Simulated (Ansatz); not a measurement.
Basis-set extrapolation for C2H6AlFOSi (`C=C(F)[SiH2][O][AlH2]`) (PBE0-D4/def2-TZVP geometry, frozen core, Ansatz). Multiplicity 1, RHF reference.

|  | def2-TZVPP | def2-QZVPP |
| --- | --- | --- |
| HF | -784.587229 | -784.615942 |
| MP2 correlation | -1.000584 | -1.079971 |
| CCSD(T) correlation | -1.084960 | not run |

Energies in hartree. Use E(X) = E(∞) + A·exp(−7.88·√X) for Hartree–Fock and E(X) = E(∞) + B·X^(−2.97) for correlation, with X = 3 and 4, and add CCSD(T) minus MP2 of the smaller set to the MP2 limit.

Problem. What is the CCSD(T) energy at the basis-set limit?

Solution. HF limit: -784.615942 + (-0.028713) × 0.13774 = -784.61990. MP2 limit: -1.079971 + (-0.079387) × 0.74074 = -1.13878. Higher-order term: -1.084960 − (-1.000584) = -0.08438. Total: -785.84306 hartree, 448.6 kJ/mol below CCSD(T)/def2-TZVPP.
